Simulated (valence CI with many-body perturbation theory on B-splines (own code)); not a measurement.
Tb50+: calculated level list

Method: configuration interaction combined with many-body perturbation theory (CI+MBPT): five valence electrons over a frozen Dirac-Fock core [Ne], radial functions for each j: 11 s, 11 p, 10 d, 8 f, 5 g, 2 h, with the one-electron correlation potential Σ1 (screened to all orders), the two-electron term Σ2, the three-electron term Σ3, Breit, model QED; selected single and double excitations, second order for the rest, scaled by the run's own slope (own B-spline code, finite nucleus).

The last digits are not significant, and no measured levels were compared; by estimate large intervals hold to a few tenths of a per cent, small ones and those within an open d or f shell to about a per cent. Among the levels kept, up to 3200 cm⁻¹ of a level comes from second order outside the variational space, and about a tenth of that is noise between levels of different J, which matters for small intervals.

Levels 136 to 166 of 166, with energies above the lowest level, (3s^2 3p1/2^2 3p3/2) J=3/2. "Leading %" is the weight of the configuration and term that name the level; weights of strongly mixed levels are sums over their largest components and can fall short, so below about 35 % the name and the second component can differ from the true leading terms, or belong to a minority configuration. In the jj column 3d3/2^4 stands for four electrons in 3d with j = 3/2.

| No. | Configuration | Term | J | E (eV) | Leading % | g | Leading jj | Second component |
| --- | --- | --- | --- | --- | --- | --- | --- | --- |
| 136 | 3s3p²3d² | ²D | 5/2 | 833.70 | 18 | 1.349 | 3s 3p1/2^2 3d5/2^2 (92 %) | 12 % 3s3p²3d² ⁴D |
| 137 | 3s²3p3d² | ⁴D° | 3/2 | 834.61 | 31 | 1.197 | 3s^2 3p3/2 3d3/2 3d5/2 (76 %) | 21 % 3s²3p3d² ²D° |
| 138 | 3s²3p3d² | ⁴D° | 5/2 | 834.71 | 43 | 1.190 | 3s^2 3p3/2 3d3/2 3d5/2 (83 %) | 17 % 3s²3p3d² ²F° |
| 139 | 3s²3p3d² | ⁴P° | 5/2 | 835.45 | 40 | 1.341 | 3s^2 3p3/2 3d3/2 3d5/2 (84 %) | 17 % 3s²3p3d² ⁴D° |
| 140 | 3s²3p3d² | ²F° | 7/2 | 835.93 | 32 | 1.155 | 3s^2 3p3/2 3d3/2 3d5/2 (87 %) | 27 % 3s²3p3d² ⁴D° |
| 141 | 3s²3p3d² | ²S° | 1/2 | 837.56 | 32 | 1.767 | 3s^2 3p3/2 3d3/2 3d5/2 (70 %) | 20 % 3s²3p3d² ⁴P° |
| 142 | 3s3p²3d² | ²F | 7/2 | 838.07 | 21 | 1.081 | 3s 3p1/2^2 3d5/2^2 (88 %) | 10 % 3s3p²3d² ⁴G |
| 143 | 3s3p²3d² | ²D | 3/2 | 843.61 | 20 | 1.101 | 3s 3p1/2^2 3d5/2^2 (87 %) | 17 % 3s3p²3d² ⁴F |
| 144 | 3s²3p3d² | ²G° | 7/2 | 852.09 | 37 | 1.129 | 3s^2 3p3/2 3d3/2 3d5/2 (78 %) | 18 % 3s²3p3d² ⁴D° |
| 145 | 3s²3p3d² | ²D° | 5/2 | 856.57 | 38 | 1.150 | 3s^2 3p3/2 3d3/2 3d5/2 (55 %) | 14 % 3s²3p3d² ²F° |
| 146 | 3s3p²3d² | ⁴P | 1/2 | 859.81 | 42 | 2.028 | 3s 3p1/2^2 3d5/2^2 (87 %) | 20 % 3s3p²3d² ²S |
| 147 | 3s²3p3d² | ²G° | 9/2 | 860.08 | 72 | 1.075 | 3s^2 3p3/2 3d3/2 3d5/2 (87 %) | 15 % 3s²3p3d² ²H° |
| 148 | 3s²3p3d² | ²D° | 3/2 | 861.73 | 27 | 0.950 | 3s^2 3p3/2 3d3/2 3d5/2 (80 %) | 21 % 3s²3p3d² ²P° |
| 149 | 3s²3p3d² | ²D° | 5/2 | 862.05 | 50 | 1.203 | 3s^2 3p3/2 3d5/2^2 (55 %) | 13 % 3s²3p3d² ⁴D° |
| 150 | 3s²3p3d² | ²H° | 11/2 | 862.50 | 57 | 1.159 | 3s^2 3p3/2 3d5/2^2 (83 %) | 41 % 3s²3p3d² ⁴G° |
| 151 | 3p⁴3d | ⁴D | 3/2 | 862.86 | 20 | 1.013 | 3p1/2^2 3p3/2^2 3d3/2 (55 %) | 12 % 3p⁴3d ²D |
| 152 | 3s²3p3d² | ²D° | 3/2 | 865.44 | 26 | 1.299 | 3s^2 3p3/2 3d3/2 3d5/2 (77 %) | 24 % 3s²3p3d² ⁴S° |
| 153 | 3s²3p3d² | ²P° | 1/2 | 868.57 | 69 | 0.713 | 3s^2 3p3/2 3d3/2 3d5/2 (70 %) | 10 % 3s²3p3d² ⁴D° |
| 154 | 3s²3p3d² | ²F° | 7/2 | 868.60 | 47 | 1.213 | 3s^2 3p3/2 3d5/2^2 (88 %) | 32 % 3s²3p3d² ⁴D° |
| 155 | 3s²3p3d² | ²F° | 5/2 | 870.61 | 64 | 0.991 | 3s^2 3p3/2 3d3/2 3d5/2 (76 %) | 14 % 3s²3p3d² ²D° |
| 156 | 3s²3p3d² | ⁴F° | 9/2 | 873.40 | 45 | 1.209 | 3s^2 3p3/2 3d5/2^2 (89 %) | 43 % 3s²3p3d² ²G° |
| 157 | 3p⁴3d | ⁴D | 5/2 | 874.38 | 24 | 1.116 | 3p1/2^2 3p3/2^2 3d3/2 (50 %) | 9 % 3p⁴3d ²F |
| 158 | 3s3p²3d² | ⁶F | 1/2 | 875.93 | 31 | 0.539 | 3s 3p1/2 3p3/2 3d3/2^2 (60 %) | 19 % 3s3p²3d² ⁴D |
| 159 | 3p⁴3d | ²F | 7/2 | 882.46 | 25 | 1.079 | 3p1/2^2 3p3/2^2 3d3/2 (77 %) | 24 % 3p⁴3d ²G |
| 160 | 3s3p²3d² | ⁶F | 3/2 | 885.57 | 32 | 0.882 | 3s 3p1/2 3p3/2 3d3/2^2 (68 %) | 16 % 3s3p²3d² ⁶G |
| 161 | 3s3p²3d² | ⁶F | 1/2 | 886.62 | 33 | 0.614 | 3s 3p1/2 3p3/2 3d3/2^2 (44 %) | 22 % 3p⁴3d ⁴P |
| 162 | 3s²3p3d² | ²P° | 1/2 | 886.80 | 70 | 0.820 | 3s^2 3p3/2 3d5/2^2 (70 %) | 13 % 3s²3p3d² ²S° |
| 163 | 3s3p²3d² | ⁶G | 5/2 | 888.32 | 23 | 1.076 | 3s 3p1/2 3p3/2 3d3/2^2 (57 %) | 13 % 3s3p²3d² ⁶F |
| 164 | 3s3p²3d² | ⁶G | 7/2 | 891.05 | 30 | 1.098 | 3s 3p1/2 3p3/2 3d3/2^2 (84 %) | 22 % 3s3p²3d² ⁴G |
| 165 | 3p⁵ | ²P° | 1/2 | 894.30 | 64 | 0.780 | 3p1/2 3p3/2^4 (64 %) | 7 % 3s3p³3d ⁴D° |
| 166 | 3p⁴3d | ²D | 3/2 | 896.45 | 42 | 0.894 | 3p1/2^2 3p3/2^2 3d3/2 (75 %) | 16 % 3p⁴3d ⁴F |

Where two levels of one J and parity lie close, their mixing, g and order are uncertain.
